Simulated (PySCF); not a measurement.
Isomers of C5H5FO, one GFN2-xTB conformer each. Single-point energies are computed at PBE0/pcSseg-1 (PySCF, gas phase, no added dispersion term), electronic only.

**Question.** Rank them by PBE0/pcSseg-1 energy, lowest first (kJ/mol).
A. `[CH2:1]=[CH:2][CH2:3][C:4]([F:5])=[C:6]=[O:7]` with C1–C2–C3–C4 119°, C2–C3–C4–F5 76°
B. `[CH2:1]=[C:2]([CH3:3])[C:4]([F:5])=[C:6]=[O:7]` with C1–C2–C4–F5 0°

**Answer.** B (0.0), A (34.4).

GFN2-xTB itself gives, in the same order: 0.0, 35.0. Both levels put the same isomer lowest.

**Question.** Which frontier levels, dipoles and rotational constants go with these structures?

**Answer.** 
```
        SMILES  HOMO (eV, PBE0/pcSseg-1)  LUMO (eV)  dipole (D)     A, B, C (MHz)
C=C(C)C(F)=C=O                     -6.44      -2.21        1.52  3837, 2320, 1459
  C=CCC(F)=C=O                     -6.67      -2.00        1.75  3852, 1767, 1331
```
